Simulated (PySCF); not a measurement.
Record of a relaxation.

Compound: B₂H₆NP.
Atom-mapped SMILES: `[BH2:1][PH:2][BH:3][NH2:4]` (hydrogens: H5, H6 on B1; H7 on P2; H8 on B3; H9, H10 on N4)

Computed by this run: PBE0-D3(BJ)/def2-SVP geometry optimisation, gas phase (PySCF); density fitting, grid level 1; the optimiser is geomeTRIC in internal coordinates, started from a GFN2-xTB structure. The frame can shift and turn from step to step; on so coarse a grid that alone can change the energy by a few meV, and forces under 0.02 eV/Å are noise.

Step 0: E = -12217.6354 eV, largest atomic force 0.962 eV/Å
```
atom  x, y, z in Å  |  force x, y, z in eV/Å
B1      1.853   -0.121   -0.131   -0.191  -0.024   0.152
P2      0.559   -0.922    0.845    0.061   0.098   0.440
B3     -1.164   -0.289    0.485    0.187   0.755   0.091
N4     -1.385    1.074    0.407   -0.005   0.219   0.002
H5      2.762   -0.735   -0.537    0.752  -0.514  -0.294
H6      1.832    1.047   -0.252   -0.068   0.903  -0.140
H7      0.550   -2.266    0.548    0.038  -0.947  -0.117
H8     -2.062   -1.031    0.370   -0.680  -0.675  -0.085
H9     -2.285    1.493    0.247   -0.294   0.010  -0.060
H10    -0.650    1.755    0.511    0.200   0.176   0.011
```

Step 1: E = -12217.7442 eV, largest atomic force 0.174 eV/Å
```
atom  x, y, z in Å  |  force x, y, z in eV/Å
B1      1.900   -0.184   -0.001    0.105   0.020  -0.052
P2      0.560   -1.013    0.929   -0.078  -0.134  -0.074
B3     -1.176   -0.293    0.609   -0.026  -0.150   0.003
N4     -1.393    1.075    0.525   -0.008   0.055  -0.001
H5      2.862   -0.806   -0.383   -0.017   0.022   0.030
H6      1.853    1.018   -0.139   -0.017  -0.028   0.021
H7      0.537   -2.403    0.635   -0.014   0.166   0.050
H8     -2.105   -1.065    0.512    0.038   0.055   0.021
H9     -2.312    1.467    0.370    0.014  -0.004   0.010
H10    -0.658    1.768    0.594    0.002  -0.002  -0.008
```

Step 2: E = -12217.7468 eV, largest atomic force 0.090 eV/Å
```
atom  x, y, z in Å  |  force x, y, z in eV/Å
B1      1.901   -0.182   -0.003    0.034   0.002   0.025
P2      0.553   -1.015    0.917   -0.014  -0.023  -0.086
B3     -1.186   -0.301    0.605    0.042  -0.015   0.035
N4     -1.386    1.070    0.521   -0.044   0.015  -0.014
H5      2.874   -0.793   -0.369   -0.008  -0.005   0.014
H6      1.846    1.019   -0.135   -0.017   0.001   0.001
H7      0.530   -2.400    0.634    0.003   0.004   0.018
H8     -2.120   -1.064    0.526    0.003   0.022   0.009
H9     -2.302    1.474    0.379   -0.002   0.005   0.000
H10    -0.641    1.753    0.576    0.002  -0.005  -0.002
```

Step 3: E = -12217.7485 eV, largest atomic force 0.193 eV/Å
```
atom  x, y, z in Å  |  force x, y, z in eV/Å
B1      1.916   -0.188   -0.002   -0.030  -0.021   0.094
P2      0.550   -1.022    0.892    0.029   0.166  -0.094
B3     -1.186   -0.297    0.605   -0.005   0.048   0.039
N4     -1.397    1.074    0.516    0.054  -0.023  -0.009
H5      2.897   -0.797   -0.348    0.007  -0.021  -0.012
H6      1.862    1.014   -0.125   -0.011   0.016  -0.011
H7      0.521   -2.402    0.619   -0.003  -0.115  -0.009
H8     -2.123   -1.055    0.551   -0.036  -0.042   0.003
H9     -2.318    1.475    0.395   -0.008  -0.014  -0.004
H10    -0.654    1.760    0.548    0.003   0.006   0.004
```

Step 4: E = -12217.7508 eV, largest atomic force 0.168 eV/Å
```
atom  x, y, z in Å  |  force x, y, z in eV/Å
B1      1.926   -0.186    0.004   -0.066  -0.033   0.089
P2      0.543   -1.025    0.863    0.040   0.138  -0.086
B3     -1.194   -0.298    0.606    0.012   0.083   0.040
N4     -1.396    1.074    0.509    0.027  -0.047  -0.013
H5      2.913   -0.794   -0.323    0.016  -0.014  -0.017
H6      1.867    1.016   -0.114    0.005   0.014  -0.009
H7      0.512   -2.408    0.602    0.009  -0.107  -0.004
H8     -2.137   -1.048    0.582   -0.033  -0.045   0.000
H9     -2.318    1.477    0.407   -0.004   0.010  -0.006
H10    -0.647    1.756    0.515   -0.006   0.002   0.006
```

Step 5: E = -12217.7538 eV, largest atomic force 0.085 eV/Å
```
atom  x, y, z in Å  |  force x, y, z in eV/Å
B1      1.947   -0.185    0.022   -0.059  -0.010   0.036
P2      0.529   -1.031    0.793    0.021  -0.017  -0.047
B3     -1.211   -0.296    0.613   -0.034   0.077   0.015
N4     -1.400    1.075    0.490    0.012  -0.023  -0.009
H5      2.945   -0.793   -0.271    0.009   0.003  -0.013
H6      1.887    1.018   -0.079    0.029   0.006  -0.005
H7      0.496   -2.423    0.561    0.016  -0.012   0.022
H8     -2.163   -1.038    0.656    0.008  -0.022  -0.004
H9     -2.319    1.492    0.427   -0.008  -0.009   0.000
H10    -0.643    1.744    0.438    0.005   0.007   0.006
```

Step 6: E = -12217.7545 eV, largest atomic force 0.036 eV/Å
```
atom  x, y, z in Å  |  force x, y, z in eV/Å
B1      1.955   -0.187    0.026   -0.022  -0.002   0.017
P2      0.525   -1.032    0.770   -0.003  -0.024  -0.027
B3     -1.214   -0.292    0.614   -0.009   0.017   0.010
N4     -1.405    1.078    0.485   -0.006  -0.017  -0.003
H5      2.952   -0.800   -0.260    0.005   0.007  -0.009
H6      1.905    1.018   -0.067    0.018  -0.002  -0.005
H7      0.493   -2.426    0.554    0.008   0.013   0.018
H8     -2.165   -1.034    0.675    0.012  -0.004  -0.006
H9     -2.328    1.489    0.433    0.004   0.016   0.000
H10    -0.650    1.750    0.420   -0.008  -0.004   0.004
```

Step 7: E = -12217.7548 eV, largest atomic force under 0.02 eV/Å
```
atom  x, y, z in Å  |  force x, y, z in eV/Å
B1      1.960   -0.188    0.028    0.002   0.001  -0.004
P2      0.522   -1.031    0.754   -0.010  -0.010  -0.010
B3     -1.218   -0.290    0.614   -0.003  -0.014   0.007
N4     -1.410    1.079    0.482   -0.003   0.009   0.001
H5      2.957   -0.803   -0.255    0.000   0.004   0.001
H6      1.917    1.017   -0.064    0.004  -0.004  -0.002
H7      0.494   -2.428    0.556    0.001   0.014   0.010
H8     -2.167   -1.036    0.684    0.007   0.004  -0.006
H9     -2.331    1.494    0.438    0.001  -0.002   0.001
H10    -0.655    1.749    0.413    0.001  -0.001   0.001
```

**Question.** Summarise the path.

**Answer.** The energy falls by 2.75 kcal/mol from step 0 to step 7; nine tenths of that is first reached at step 1. It falls at every step. The largest force goes from 0.962 to under 0.02 eV/Å. Among the bonds B3–H8 changes most, from 1.171 to 1.208 Å; the atoms move by 0.166 Å rms after alignment.

**Question.** Follow the three bonds and two angles with the largest change from start to end.

**Answer.** 
```tsv
step	E above end (kcal/mol)	largest force (eV/Å)	B3–H8 (Å)	B1–H5 (Å)	B1–H6 (Å)	B1–P2–B3 (°)	B1–P2–H7 (°)
0	2.75	0.962	1.171	1.170	1.174	113.9	108.8
1	0.25	0.174	1.211	1.208	1.211	114.2	110.5
2	0.18	0.090	1.208	1.206	1.210	114.8	110.9
3	0.14	0.193	1.206	1.205	1.209	115.7	111.5
4	0.09	0.168	1.206	1.205	1.209	116.8	112.3
5	0.02	0.085	1.207	1.205	1.209	119.6	114.0
6	0.01	0.036	1.208	1.205	1.209	120.4	114.4
7	0.00	under 0.02	1.208	1.205	1.209	121.0	114.8
```

The cost below is that of the whole optimisation. Time: 25 s wall; peak memory 0.40 GiB. Hardware: an Intel Xeon Platinum 8259CL at 2.50 GHz with one thread, no GPU, on a shared host.
